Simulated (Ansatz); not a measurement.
B2Cl2F2H2S2, SMILES `F[B@-]1(Cl)[SH+][B@@-](F)(Cl)[SH+]1`. The species carries charge 0 and has multiplicity 1.

```tsv
atom	x (Å)	y (Å)	z (Å)
F1	-0.069	-1.663	-1.670
B2	0.325	-0.460	-1.216
Cl3	1.327	0.553	-2.302
S4	1.239	-0.616	0.564
B5	-0.091	0.798	1.073
F6	-0.769	0.454	2.183
Cl7	0.718	2.397	1.052
S8	-1.236	0.622	-0.566
H9	0.480	-1.643	0.990
H10	-1.925	-0.441	-0.107
```

Q: List the harmonic frequencies (cm⁻¹, unscaled) at PBE0-D4/def2-TZVP in Ansatz. (Estimate.)

A: Ansatz gave: 53, 128, 163, 184, 212, 253, 299, 306, 308, 357, 445, 454, 461, 653, 684, 688, 708, 718, 813, 855, 1212, 1223, 2685, 2688.

Q: Is this a minimum?

A: Yes, all 24 modes are real.

Q: Give the ideal-gas thermochemistry at 298.15 K and 1 bar (rigid rotor, harmonic oscillator; point group C2v, symmetry number 2).

A: Zero-point energy 99.0 kJ/mol; H(298) − E = 127.0 kJ/mol; entropy 404.8 J/(mol·K), of which translation 174.7, rotation 121.6, vibration 108.5; G(298) − E = 6.3 kJ/mol. Modes under 100 cm⁻¹ are hindered rotations or soft bends, so the harmonic entropy is rough.

Q: And at 400, 500, 600, 800 and 1000 K?

A: 
```csv
T (K),H − E (kJ/mol),S (J/mol/K),G − E (kJ/mol)
400,143.3,451.7,-37.4
500,160.9,491.0,-84.6
600,179.6,525.1,-135.4
800,219.3,582.0,-246.3
1000,260.8,628.3,-367.5
```
